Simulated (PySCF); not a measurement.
Pb: excitation energy

Pb [Xe] 4f14 5d10 6s2 6p2 (3P) → Pb [Xe] 4f14 5d10 6s1 6p2 7s1 (5P), as a difference of total energies. All numbers are calculated (PySCF 2.14, a scalar-relativistic core potential, in aug-cc-pVTZ-PP with ECP60MDF). Correlated levels: valence: 5s2 5p6 5d10 frozen. The calculations carry no spin-orbit coupling.

```
           method  excitation energy (eV)
              UHF                   9.643
    MP2 (valence)                  10.311
SCS-MP2 (valence)                  10.568
   CCSD (valence)                  10.448
CCSD(T) (valence)                  10.471
```

Question: How much does correlation contribute at CCSD(T) (valence)?

Answer: 10.471 − (9.643) = 0.828 eV, measured against UHF.

Spin-orbit coupling is strong in these open shells (close to jj coupling). The scalar numbers leave it out and a first-order estimate fails, so it can dominate the gap to the real levels.

The upper state lies above the first ionisation limit. A Rydberg-like electron needs more diffuse functions than a valence basis has.

The promoted electron is Rydberg-like, and one or two diffuse shells describe it only roughly, which tends to raise the upper state.
